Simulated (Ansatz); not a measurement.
Single points on the cluster Zr₄O₈.

```yaml
crystal:
  periodic: [false, false, false]
  atoms:
    - {symbol: Zr, position_ang: [-2.139501, -0.904315, -1.328512]}
    - {symbol: Zr, position_ang: [2.026556, 1.040460, 0.669270]}
    - {symbol: Zr, position_ang: [-1.091968, 1.044358, 0.564500]}
    - {symbol: Zr, position_ang: [0.487810, -1.518953, -0.234504]}
    - {symbol: O, position_ang: [-0.339085, 0.154570, -1.165314]}
    - {symbol: O, position_ang: [0.417780, -0.172716, 1.380210]}
    - {symbol: O, position_ang: [3.209043, 1.364978, 1.957534]}
    - {symbol: O, position_ang: [0.342452, 2.325002, 0.487430]}
    - {symbol: O, position_ang: [-2.695113, 0.928648, -0.683684]}
    - {symbol: O, position_ang: [-0.712322, -2.288822, -1.687363]}
    - {symbol: O, position_ang: [2.233207, -0.743012, -0.468190]}
    - {symbol: O, position_ang: [-1.738860, -1.230207, 0.508624]}
basis:
  gaussian: {orbitals: def2-SVP, initial_orbitals: start.molden}
hamiltonian: {xc: pbe0, dispersion: d4}
scf: {omitted_lower_state_checks: [starts]}
output: {orbitals: {seedname: orbitals}}
```

The file start.molden holds the orbitals of an earlier run on this structure, at another level or in another basis.

```sh
$ ansatz run in.yaml --threads 4 --pin off --events-out ev --progress --plain --max-ram 6963MiB
```

Shortened log:

```
Functional definition: PBE0
2556 factors; their error is unknown
mean field evaluation 1: about -21486.3229 eV, gradient 1.6e1 eV
mean field evaluation 2: about -21486.6445 eV, gradient 2.5e-1 eV
mean field evaluation 4: about -21486.7906 eV, gradient 3.8e-4 eV
mean field -21486.79055420 eV, -789.6249885972 hartree, gradient 1.1e-5 eV, S^2 0.000000; 0 other end points of the search recorded, 0 dependent functions left out
reference -21486.79060844 eV, -789.6249905905 hartree; 56, 56 occupied and 180, 180 virtual orbitals, 2556 factors
Total energy: -21487.33928816 eV, -789.6451541981 hartree
Checks for a lower state left out: starts
```

Run time 13 s (4 threads of Arm Neoverse V1 on a shared host), peak host memory 1.4 GiB.

First input, but with `correlation: {method: mp2}` and without the key `hamiltonian` (abridged; 11 s):

```
Functional definition: HF
mean field -21366.80480515 eV, -785.2155936489 hartree, gradient 2.2e-6 eV, S^2 0.000000
8 core orbitals not correlated: weight in the atoms' cores, before any rotation towards them, 1.000 or more for the frozen orbitals, at most 0.000 for the correlated occupied ones
second order -69.77586865 eV of doubles, -0.00000000 eV of singles
Total energy: -21436.58067381 eV, -787.7798095261 hartree
Checks for a lower state left out: starts
```

The first input with `gaussian: {orbitals: def2-TZVP, initial_orbitals: start.molden}`, `hamiltonian: {xc: {name: PBE-QIDH}}`, `output: {forces: true}` (abridged; 3.1 min):

```
Functional definition: PBE-QIDH
mean field -21464.14158068 eV, -788.7926541723 hartree, gradient 2.1e-6 eV, S^2 0.000000
8 core orbitals not correlated: weight in the atoms' cores, before any rotation towards them, 1.000 or more for the frozen orbitals, at most 0.000 for the correlated occupied ones
second order -100.74318671 eV of doubles, -0.00000000 eV of singles
Total energy: -21497.72267722 eV, -790.0267367080 hartree
Atom 0 force     1.000269     0.344372     0.878162 eV/Å
Atom 1 force    -0.139184    -0.237036     0.462318 eV/Å
Atom 2 force     0.731765    -0.374141    -0.661603 eV/Å
Atom 3 force    -0.132036     1.020319    -0.227868 eV/Å
Atom 4 force    -0.285659    -0.334300     0.503882 eV/Å
Atom 5 force    -0.068327     0.120375    -0.511305 eV/Å
Atom 6 force    -0.507203    -0.120216    -0.598894 eV/Å
Atom 7 force    -0.285560    -0.531464     0.094491 eV/Å
Atom 8 force     0.345508    -0.427750     0.081855 eV/Å
Atom 9 force    -0.165496     0.405743     0.344931 eV/Å
Atom 10 force    -0.556858    -0.088784     0.226274 eV/Å
Atom 11 force     0.062781     0.222882    -0.592243 eV/Å
Dipole moment:    -1.688058    -0.813909    -0.723169 e Å
Checks for a lower state left out: starts
```

First input, but with `gaussian: {orbitals: def2-TZVP, initial_orbitals: start.molden}`, `hamiltonian: {xc: pbe, dispersion: d4}` (abridged; 14 s):

```
Functional definition: PBE
mean field -21511.82682773 eV, -790.5450546793 hartree, gradient 6.0e-5 eV, S^2 0.000000
Total energy: -21512.46012028 eV, -790.5683277511 hartree
Checks for a lower state left out: starts
```

As the first input, with `hamiltonian: {xc: pbe, dispersion: d4}` (abridged; 8.5 s):

```
Functional definition: PBE
mean field -21491.59418780 eV, -789.8015188758 hartree, gradient 4.5e-5 eV, S^2 0.000000
Total energy: -21492.22745470 eV, -789.8247910051 hartree
Checks for a lower state left out: starts
```

As the first input, with `gaussian: {orbitals: def2-TZVP, initial_orbitals: start.molden}`, `hamiltonian: {xc: {name: revPBE}, dispersion: d4}` (abridged; 14 s):

```
Functional definition: revPBE
mean field -21525.14322812 eV, -791.0344233674 hartree, gradient 6.5e-5 eV, S^2 0.000000
Total energy: -21526.63485164 eV, -791.0892395208 hartree
Checks for a lower state left out: starts
```

First input, but with `gaussian: {orbitals: def2-TZVP, initial_orbitals: start.molden}` (abridged; 37 s):

```
Functional definition: PBE0
mean field -21507.06878518 eV, -790.3701998407 hartree, gradient 1.8e-5 eV, S^2 0.000000
Total energy: -21507.61754094 eV, -790.3903662426 hartree
Checks for a lower state left out: starts
```

Geometry: PBE-D4/def2-SVP.

In the def2 sets Zr takes a core potential; there is no spin–orbit coupling. Correlated methods freeze 8 core orbitals; core or outer-core shells of Zr are correlated, in sets that lack core-valence functions. At PBE-QIDH/def2-TZVP the test of the restricted singlet for broken spin symmetry was undecided. The structure comes from a short search, and lower isomers may exist.
